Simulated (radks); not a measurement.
Tl I, configuration [Hg] 6p1. Calculated with a radial shooting solver on a logarithmic mesh with Libxc functionals: Dirac Kohn-Sham, OLYP, spin-unpolarised, spherical densities, finite nucleus; open shells fill j = l - 1/2 first; Fermi nuclear charge, rms radius 5.4759 fm.

Normalised radial functions P(r) = r R(r) (large component), r in bohr:

r	5p1/2	5d3/2	6p3/2
0.002663	0.0316	0.0002	0.0019
0.003125	0.0380	0.0003	0.0026
0.003668	0.0457	0.0005	0.0034
0.004304	0.0552	0.0007	0.0045
0.005051	0.0667	0.0011	0.0059
0.005927	0.0805	0.0015	0.0078
0.007011	0.0981	0.0023	0.0102
0.008228	0.1181	0.0035	0.0132
0.009656	0.1414	0.0051	0.0169
0.01133	0.1681	0.0075	0.0213
0.0133	0.1978	0.0110	0.0266
0.0156	0.2297	0.0161	0.0326
0.01846	0.2635	0.0238	0.0396
0.02166	0.2930	0.0343	0.0465
0.02542	0.3157	0.0486	0.0529
0.02983	0.3259	0.0681	0.0580
0.03501	0.3167	0.0935	0.0605
0.04141	0.2781	0.1276	0.0586
0.0486	0.2076	0.1668	0.0509
0.05703	0.1015	0.2110	0.0362
0.06692	-0.0356	0.2566	0.0142
0.07853	-0.1897	0.2966	-0.0136
0.09216	-0.3349	0.3215	-0.0435
0.109	-0.4388	0.3178	-0.0706
0.1279	-0.4516	0.2732	-0.0841
0.1501	-0.3517	0.1803	-0.0784
0.1762	-0.1375	0.0405	-0.0497
0.2068	0.1538	-0.1309	-0.0011
0.2426	0.4456	-0.3026	0.0561
0.287	0.6443	-0.4369	0.1055
0.3368	0.6420	-0.4768	0.1226
0.3953	0.4193	-0.4027	0.0983
0.4638	0.0166	-0.2140	0.0341
0.5443	-0.4627	0.0606	-0.0535
0.6439	-0.9071	0.3844	-0.1414
0.7556	-1.1648	0.6644	-0.1920
0.8867	-1.2140	0.8643	-0.1904
1.041	-1.0785	0.9553	-0.1319
1.221	-0.8324	0.9374	-0.0271
1.433	-0.5618	0.8343	0.1030
1.695	-0.3216	0.6735	0.2414
1.989	-0.1636	0.5066	0.3549
2.334	-0.0715	0.3527	0.4376
2.74	-0.0263	0.2264	0.4833
3.215	-0.0080	0.1330	0.4927
3.773	-0.0019	0.0709	0.4722
4.463	-0.0003	0.0327	0.4280
5.237	0.0000	0.0138	0.3723
6.146	0.0000	0.0051	0.3088
7.212	0.0000	0.0016	0.2419
8.464	0.0000	0.0004	0.1759
9.932	0.0000	0.0001	0.1159
11.75	0.0000	0.0000	0.0657
13.79	0.0000	0.0000	0.0333
16.18	0.0000	0.0000	0.0146

5p1/2: eigenvalue -90.661 eV, 3 radial nodes at r = 0.0644, 0.191, 0.466 bohr, <r> = 0.941 bohr, 90 % of the charge inside 1.36 bohr. 5d3/2: eigenvalue -16.429 eV, 2 radial nodes at r = 0.183, 0.527 bohr, <r> = 1.35 bohr, 90 % of the charge inside 2.07 bohr. 6p3/2 (empty): eigenvalue -1.646 eV, 4 radial nodes at r = 0.0728, 0.207, 0.495, 1.26 bohr, <r> = 4.48 bohr, 90 % of the charge inside 7.33 bohr.
